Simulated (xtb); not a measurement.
B(Cl)(I)(OH) (BClHIO), SMILES OB(Cl)I. All values are semi-empirical tight-binding results from xtb (GFN2-xTB unless named), good for trends rather than for accurate numbers. Geometry: GFN2-xTB. The values are those of a single conformer.

Optimised geometry:

```xyz
5

B      0.4417     0.9981     0.0000
Cl    -0.7715     2.2464     0.0000
I     -0.0951    -1.0460     0.0000
O      1.7353     1.2623     0.0000
H      2.0644     2.1630     0.0000
```
Charge 0, spin multiplicity 1.

Computed properties:
| Property | Value |
|---|---|
| point group as xtb finds it | Cs |
| orbital gap | 4.99 eV |
| zero-point energy | 12.0 kcal/mol |
| G − E(el) at 298.15 K (modified RRHO) | -7.0 kcal/mol |
| static polarisability (D4 model) | 64.1 bohr³ |
| solvation energy, GFN2-xTB/ALPB(water) | -7.4 kcal/mol |
| solvation energy, GFN2-xTB/ALPB(octanol) | -7.8 kcal/mol |

Q: Give the atomic charges and the Wiberg bond orders between heavy atoms. (Estimate from the structure and the level; the computed values follow.)

A: charges (e) B1 0.48, Cl2 -0.27, I3 -0.13, O4 -0.41, H5 0.33. Bond orders B1–Cl2 1.04, B1–I3 1.02, B1–O4 1.33.
